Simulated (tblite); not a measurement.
Species: C5H3O2S (doublet state).
Atom-mapped SMILES: `[CH2:1][C:2](=[S:3])[C:4]#[C:5][C:6](=[O:7])[OH:8]` (hydrogens: H9, H10 on C1; H11 on O8)

Computed geometry: GFN2-xTB, gas phase. This method treats the open shell by occupation alone, without spin polarisation.

Give the optimised bond lengths and angles.

```json
{"bond": "C1–C2", "length (Å)": "1.347"}
{"bond": "C2=S3", "length (Å)": "1.733"}
{"bond": "C2–C4", "length (Å)": "1.410"}
{"bond": "C4≡C5", "length (Å)": "1.207"}
{"bond": "C5–C6", "length (Å)": "1.439"}
{"bond": "C6=O7", "length (Å)": "1.203"}
{"bond": "C6–O8", "length (Å)": "1.337"}
{"bond": "C1–H9", "length (Å)": "1.076"}
{"bond": "C1–H10", "length (Å)": "1.077"}
{"bond": "O8–H11", "length (Å)": "0.970"}
```

A selection of angles:
```json
{"angle": "C2–C1–H9", "degrees": "120.9"}
{"angle": "C2–C1–H10", "degrees": "120.9"}
{"angle": "H9–C1–H10", "degrees": "118.2"}
{"angle": "C1–C2–S3", "degrees": "122.5"}
{"angle": "C1–C2–C4", "degrees": "121.9"}
{"angle": "S3–C2–C4", "degrees": "115.6"}
{"angle": "C2–C4–C5", "degrees": "176.2"}
{"angle": "C4–C5–C6", "degrees": "175.0"}
{"angle": "C5–C6–O7", "degrees": "124.3"}
{"angle": "C5–C6–O8", "degrees": "111.7"}
{"angle": "O7–C6–O8", "degrees": "124.0"}
{"angle": "C6–O8–H11", "degrees": "110.2"}
```

Torsions: H11–O8–C6–C5 180° (antiperiplanar).

The 4 C–C bonds span 1.207 Å (C4≡C5, drawn triple) to 1.439 Å (C5–C6, drawn single), a spread of 0.232 Å. C6 (carbon bonded to C and 2 O) is planar (angles 124.3°, 124.0° and 111.7°, sum 360.0°, 0.00 Å off the plane of its three neighbours). O8 (oxygen bonded to C and H) is bent (angle 110.2°). C1 (carbon bonded to C and 2 H) is planar (angles 120.9°, 120.9° and 118.2°, sum 360.0°, 0.00 Å off the plane of its three neighbours). The C–O distances run from 1.203 Å (C6=O7, drawn double) to 1.337 Å (C6–O8, drawn single), a spread of 0.134 Å. The 8 heavy atoms lie in one plane (0.001 Å rms). C2 (carbon bonded to 2 C and S) is planar (angles 122.5°, 121.9° and 115.6°, sum 360.0°, 0.00 Å off the plane of its three neighbours).

Point group: Cs (every atom within 0.08 Å of its image). Its lowest GFN2-xTB frequency is 5 cm⁻¹, too small to tell a flat minimum from a shallow saddle. Torsions: H–C1–C2–S3 0° and 180°, C5–C6–O8–H 180°.

Time: 0.17 s wall. Hardware: an Arm Neoverse V2 with one thread, no GPU, shared host with 48 logical CPUs at a one-minute load of 31. This is the geometry optimisation.

One conformer stands for the species.
